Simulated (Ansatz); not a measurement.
Computed with Ansatz on PBE0-D4/def2-TZVP structures; ΔE is electronic, products minus reactants. CBS: MP2 limit from def2 TZ/QZ plus the TZ coupled-cluster correction, frozen cores. This one scheme is used for every species. Functionals use def2-TZVPP. Each species was taken in one conformer, which may not be the lowest.

`COB(S)OC` + H₂S → `COB(S)S` + CH₃OH  (ligand exchange at a B–O bond)

```json
{"level": "PBE-D4", "ΔE (kJ/mol)": "52.9"}
{"level": "B2PLYP", "ΔE (kJ/mol)": "65.3"}
{"level": "PBE", "ΔE (kJ/mol)": "53.1"}
{"level": "SCS-MP2/def2-TZVPP", "ΔE (kJ/mol)": "64.4"}
{"level": "CCSD/def2-TZVPP", "ΔE (kJ/mol)": "68.7"}
{"level": "CCSD(T)/def2-TZVPP", "ΔE (kJ/mol)": "65.8"}
{"level": "MP2/def2-QZVPP", "ΔE (kJ/mol)": "58.9"}
{"level": "SCS-MP2/def2-QZVPP", "ΔE (kJ/mol)": "63.0"}
```

What does CCSD(T)/CBS give? (An estimate is asked.)

Ansatz gave: +62.5 kJ/mol. The listed levels differ from it by -9.6, 2.8, -9.4, 1.9, 6.2, 3.3, -3.6, 0.5 kJ/mol.

Largest T1 diagnostic among the species: 0.013.

From PBE to PBE0 (25 % exact exchange), in def2-TZVPP and without D4, ΔE moves by +3.7 kJ/mol. In def2-TZVPP, CCSD(T) changes the Hartree–Fock value by −13.0 kJ/mol (the triples alone add −2.9 kJ/mol) and MP2 by −18.3 kJ/mol.
